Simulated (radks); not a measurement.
Results of a calculation; reference values are marked as such.
All-electron atom: the magnesium ion Mg3+ in [He] 2s2 2p5.

Level of theory: scalar-relativistic Kohn-Sham, r2SCAN, spin-polarised, spherical densities, finite nucleus; open shells are filled with parallel spins first; meta-GGA in the generalised Kohn-Sham scheme; Fermi nuclear charge, rms radius 3.057 fm (a radial shooting solver on a logarithmic mesh with Libxc functionals).

Energy parts (eV):
total: -5348.417
kinetic: 5356.761
electron-nucleus: -12386.089
Hartree: 2092.092
exchange-correlation: -411.181

Orbitals (lengths in bohr, moments of r in powers of bohr; <r^-3> diverges for s and p1/2):
orbital	occ.	eigenvalue (eV)	<r^2>	<r^-3>
1s up	1	-1327.173	0.02299	-
1s down	1	-1325.482	0.02292	-
2s up	1	-133.5369	0.5307	-
2s down	1	-130.2453	0.5398	-
2p up	3	-99.1694	0.5079	28.69
2p down	2	-95.4264	0.5240	28.05

The highest occupied level is 2p down at -95.426 eV. Spin moment in Bohr magnetons: 1. The electron density at the nucleus is 1163 e/bohr^3 (large components only). The density falls to 0.001 e/bohr^3 at r = 2.02 bohr.
